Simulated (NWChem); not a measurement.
System: BeBr₂; SMILES [Be]([Br])[Br]

NWChem input:

```
start job
memory heap 200 mb stack 900 mb global 1100 mb
geometry units angstroms noautosym nocenter noautoz
  Be    -0.000004     0.000005    -0.000004
  Br     1.437488     0.320898    -1.282333
  Br    -1.437491    -0.320893     1.282328
end
basis spherical
  * library pcsseg-1
end
dft
  xc kt2
  iterations 150
end
property
  shielding 2 1 2
  efieldgrad
end
task dft property
```

Excerpt of the output:

```
             Northwest Computational Chemistry Package (NWChem) 7.3.0
             --------------------------------------------------------

                             Geometry "geometry" -> ""
                             -------------------------

 Output coordinates in angstroms (scale by  1.889725989 to convert to a.u.)

  No.       Tag          Charge          X              Y              Z
 ---- ---------------- ---------- -------------- -------------- --------------
    1 Be                   4.0000    -0.00000400     0.00000500    -0.00000400
    2 Br                  35.0000     1.43748800     0.32089800    -1.28233300
    3 Br                  35.0000    -1.43749100    -0.32089300     1.28232800

 Effective nuclear repulsion energy (a.u.)     241.8437685576

                              NWChem Property Module
                              ----------------------

  itol2e modified to match energy
  convergence criterion.

                                 NWChem DFT Module
                                 -----------------

 Summary of "ao basis" -> "ao basis" (spherical)
 ------------------------------------------------------------------------------
       Tag                 Description            Shells   Functions and Types
 ---------------- ------------------------------  ------  ---------------------
 Be                         pcsseg-1                 6       12   3s3p
 Br                         pcsseg-1                15       41   5s7p3d

  itol2e modified to match energy
  convergence criterion.

            General Information
            -------------------
          SCF calculation type: DFT
          Wavefunction type:  closed shell.
          No. of atoms     :     3
          No. of electrons :    74
           Alpha electrons :    37
            Beta electrons :    37
          Charge           :     0
          Spin multiplicity:     1
          Use of symmetry is: off; symmetry adaption is: off
          Maximum number of iterations: 150
          AO basis - number of functions:    94
                     number of shells:    36
          Convergence on energy requested:  1.00D-07
          Convergence on density requested:  1.00D-05
          Convergence on gradient requested:  5.00D-04

              XC Information
              --------------
                          KT2 Method XC Functional
                        Slater Exchange Functional  1.072 local
                           KT1 gradient correction  1.000 non-local
            Perdew 1991 LDA Correlation Functional  0.577 local

             Grid Information
             ----------------
          Grid used for XC integration:  fine
          Radial quadrature: Mura-Knowles
          Angular quadrature: Lebedev.
          Tag              B.-S. Rad. Rad. Pts. Rad. Cut. Ang. Pts.
          ---              ---------- --------- --------- ---------
          Be                  1.05       70           8.0       590
          Br                  1.15      140          11.0       974
          Grid pruning is: on
          Number of quadrature shells:   350
          Spatial weights used:  Erf1

      Superposition of Atomic Density Guess
      -------------------------------------

 Sum of atomic energies:       -5158.76968324

      Non-variational initial energy
      ------------------------------

 Total energy =   -5159.390431
 1-e energy   =   -7665.832209
 2-e energy   =    2264.598009
 HOMO         =      -0.413403
 LUMO         =       0.012087

[...]

          -----------------------------------------
          Chemical Shielding Tensors (GIAO, in ppm)
          -----------------------------------------

                                NWChem CPHF Module
                                ------------------

  scftype          =     RHF
  nclosed          =       37
  nopen            =        0
  variables        =     2109
  # of vectors     =        3
  tolerance        = 0.10D-03
  level shift      = 0.00D+00
  max iterations   =       50
  max subspace     =       30

 SCF residual:    2.2667339317480583E-004

Iterative solution of linear equations
  No. of variables     2109
  No. of equations        3
  Maximum subspace       30
        Iterations       50
       Convergence  1.0D-04

   iter   nsub   residual    time
   ----  ------  --------  ---------
     1      3    1.21D-04      21.8
     2      6    4.50D-09      23.4

      Atom:    1  Be
        Diamagnetic
    154.6733      4.8084    -19.2147
      4.8084    134.2070     -4.2894
    -19.2147     -4.2894    150.2744

        Paramagnetic
    -36.7112      9.6914    -38.7280
      9.6914    -77.9617     -8.6454
    -38.7280     -8.6454    -45.5774

        Total Shielding Tensor
    117.9621     14.4998    -57.9427
     14.4998     56.2453    -12.9347
    -57.9427    -12.9347    104.6970

           isotropic =      92.9681
          anisotropy =     119.8789

          Principal Components and Axis System
                 1           2           3
              172.8874     53.0085     53.0085

      1         0.7361      0.6659      0.1216
      2         0.1643     -0.3501      0.9222
      3        -0.6566      0.6588      0.3671

      Atom:    2  Br
        Diamagnetic
   3129.9376      0.7084     -2.8308
      0.7084   3126.9225     -0.6319
     -2.8308     -0.6319   3129.2895

        Paramagnetic
   -319.8663     84.4418   -337.4387
     84.4418   -679.2845    -75.3273
   -337.4387    -75.3273   -397.1185

        Total Shielding Tensor
   2810.0714     85.1502   -340.2695
     85.1502   2447.6380    -75.9592
   -340.2695    -75.9592   2732.1710

           isotropic =    2663.2935
          anisotropy =     703.9913

          Principal Components and Axis System
                 1           2           3
             3132.6210   2428.6297   2428.6297

      1         0.7361     -0.0955      0.6701
      2         0.1643      0.9856     -0.0400
      3        -0.6566      0.1396      0.7412
```

Level: KT2/pcSseg-1, GIAO. Structure relaxed at the PBE0/def2-SVP level. NWChem prints the field gradient with the sign opposite to the second derivative of the potential. The printed shielding anisotropy is the first printed principal value minus the mean of the other two.
